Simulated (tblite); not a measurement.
C3H12N2Si3.
Numbering: `[CH3:1][N:2]([CH3:3])[Si@@H:4]([C:5]#[N:6])[SiH2:7][SiH3:8]` (hydrogens: H9, H10, H11 on C1; H12, H13, H14 on C3; H15 on Si4; H16, H17 on Si7; H18, H19, H20 on Si8)

Computed with GFN2-xTB (tblite), gas phase: L-BFGS steps from a force-field or distance-geometry start until the largest atomic force falls under 0.01 eV/Å.

The end geometry, which sets the zero of energy:
```
atom  x, y, z in Å
C1     -2.5810   -0.4490   -0.8160
N2     -1.4155   -0.1840   -0.0105
C3     -1.3153    1.1998    0.3715
Si4    -0.1439   -1.3370    0.1014
C5      0.3290   -1.8515   -1.6462
N6      0.6238   -2.1185   -2.7223
Si7     1.7654   -0.4440    1.0564
Si8     2.8075    1.2494   -0.1369
H9     -2.5352    0.0889   -1.7695
H10    -3.4847   -0.1337   -0.2860
H11    -2.6521   -1.5125   -1.0269
H12    -1.1951    1.8527   -0.5020
H13    -0.4683    1.3509    1.0370
H14    -2.2263    1.5052    0.8969
H15    -0.7638   -2.5751    0.6145
H16     2.6775   -1.5795    1.2647
H17     1.4483   -0.0143    2.4309
H18     2.0238    2.4902   -0.1030
H19     4.1354    1.5929    0.3773
H20     2.9652    0.8797   -1.5441
```

Question: These geometries come from the run, each turned onto the end geometry. Order them by energy, lowest first.
A.
```
atom  x, y, z in Å
C1     -2.8267   -0.8541   -0.1686
N2     -1.5311   -0.2360   -0.0472
C3     -1.5985    1.2010   -0.1192
Si4    -0.0474   -1.0753   -0.2927
C5      0.5283   -0.8918   -2.0782
N6      0.8927   -0.6990   -3.1487
Si7     1.6120   -0.2365    1.0993
Si8     3.3549    0.8847    0.0662
H9     -3.2783   -0.6643   -1.1493
H10    -3.4976   -0.4563    0.5990
H11    -2.7360   -1.9279   -0.0283
H12    -1.9548    1.5392   -1.1008
H13    -0.6149    1.6345    0.0545
H14    -2.2899    1.5793    0.6412
H15    -0.4041   -2.4976   -0.2267
H16     2.1171   -1.3856    1.8730
H17     0.9883    0.6211    2.1258
H18     3.1337    2.3335    0.1081
H19     4.6475    0.6525    0.7148
H20     3.4995    0.4893   -1.3348
```
B.
```
atom  x, y, z in Å
C1     -2.7250   -0.9418   -0.1139
N2     -1.5256   -0.1655    0.1867
C3     -1.7237    1.2154   -0.2434
Si4    -0.0081   -0.9469   -0.1689
C5      0.2835   -0.5179   -1.9780
N6      0.4314   -0.1070   -3.0437
Si7     1.7539   -0.3176    1.2139
Si8     3.4198    0.8317    0.0656
H9     -2.9534   -0.9375   -1.1956
H10    -3.5931   -0.5602    0.4294
H11    -2.5617   -1.9662    0.2167
H12    -1.7729    1.2660   -1.3412
H13    -0.9312    1.8743    0.1210
H14    -2.6744    1.5947    0.1427
H15    -0.2927   -2.3865   -0.2409
H16     2.2530   -1.6232    1.6951
H17     1.2452    0.4103    2.3987
H18     3.1566    2.2732    0.1392
H19     4.7283    0.5448    0.6604
H20     3.4848    0.4705   -1.3567
```
C.
```
atom  x, y, z in Å
C1     -2.7219   -0.5869   -0.6268
N2     -1.4886   -0.1930    0.0091
C3     -1.4289    1.2256    0.2523
Si4    -0.1186   -1.2346   -0.0299
C5      0.4239   -1.5823   -1.8018
N6      0.7933   -1.7838   -2.8689
Si7     1.7313   -0.3722    1.0629
Si8     3.0314    1.1629   -0.0868
H9     -2.8263   -0.1255   -1.6153
H10    -3.5734   -0.2770   -0.0146
H11    -2.7509   -1.6670   -0.7472
H12    -1.4343    1.8004   -0.6834
H13    -0.5272    1.4792    0.8068
H14    -2.2977    1.5336    0.8432
H15    -0.6623   -2.5486    0.3577
H16     2.5426   -1.5467    1.4255
H17     1.3093    0.1474    2.3773
H18     2.4289    2.5002   -0.0774
H19     4.3707    1.3042    0.4929
H20     3.1934    0.7746   -1.4887
```
D.
```
atom  x, y, z in Å
C1     -2.6344   -0.4964   -0.7529
N2     -1.4382   -0.1889   -0.0095
C3     -1.3547    1.2070    0.3305
Si4    -0.1327   -1.3069    0.0599
C5      0.3711   -1.7719   -1.6923
N6      0.6838   -1.9894   -2.7750
Si7     1.7532   -0.4164    1.0608
Si8     2.8865    1.2239   -0.1221
H9     -2.6449    0.0126   -1.7237
H10    -3.5133   -0.1730   -0.1858
H11    -2.6985   -1.5672   -0.9301
H12    -1.2755    1.8367   -0.5649
H13    -0.4933    1.3978    0.9679
H14    -2.2586    1.5054    0.8732
H15    -0.7318   -2.5706    0.5344
H16     2.6326   -1.5708    1.3116
H17     1.3957    0.0373    2.4169
H18     2.1702    2.5055   -0.1041
H19     4.2222    1.4879    0.4189
H20     3.0553    0.8480   -1.5267
```
E.
```
atom  x, y, z in Å
C1     -2.8439   -0.9168   -0.1271
N2     -1.5792   -0.2386    0.0276
C3     -1.6703    1.1812   -0.2125
Si4    -0.0599   -1.0157   -0.2437
C5      0.4373   -0.6496   -2.0247
N6      0.7130   -0.2830   -3.0770
Si7     1.6684   -0.2529    1.1286
Si8     3.4194    0.8633    0.1051
H9     -3.1869   -0.9207   -1.1674
H10    -3.5999   -0.4215    0.4858
H11    -2.7575   -1.9457    0.2123
H12    -1.8167    1.3981   -1.2762
H13    -0.7572    1.6703    0.1290
H14    -2.5228    1.5934    0.3299
H15    -0.3133   -2.4637   -0.2403
H16     2.2271   -1.4709    1.7449
H17     1.1513    0.5211    2.2743
H18     3.2517    2.3172    0.1129
H19     4.7316    0.5914    0.6994
H20     3.5025    0.4539   -1.2938
```

Answer: D (0.002 eV), C (0.009 eV), A (0.050 eV), E (0.094 eV), B (0.220 eV).

In the order of the answer:

| step | E above end (eV) | largest force (eV/Å) | rms force component (eV/Å) | rms distance from end (Å) | rms bond change (Å) | bond most changed (Å) |
| --- | --- | --- | --- | --- | --- | --- |
| 152 | 0.002 | 0.08 | 0.019 | 0.098 | 0.001 | Si7–H16 +0.001 |
| 137 | 0.009 | 0.07 | 0.017 | 0.280 | 0.001 | Si4–C5 +0.003 |
| 68 | 0.050 | 0.05 | 0.014 | 0.901 | 0.003 | Si4–H15 -0.009 |
| 33 | 0.094 | 0.15 | 0.044 | 0.986 | 0.006 | Si4–Si7 +0.021 |
| 9 | 0.220 | 0.64 | 0.162 | 1.019 | 0.010 | N2–Si4 +0.023 |

The cost below is that of the whole relaxation. The run took 1.9 s on an Intel Xeon Platinum 8488C with one thread, shared host.
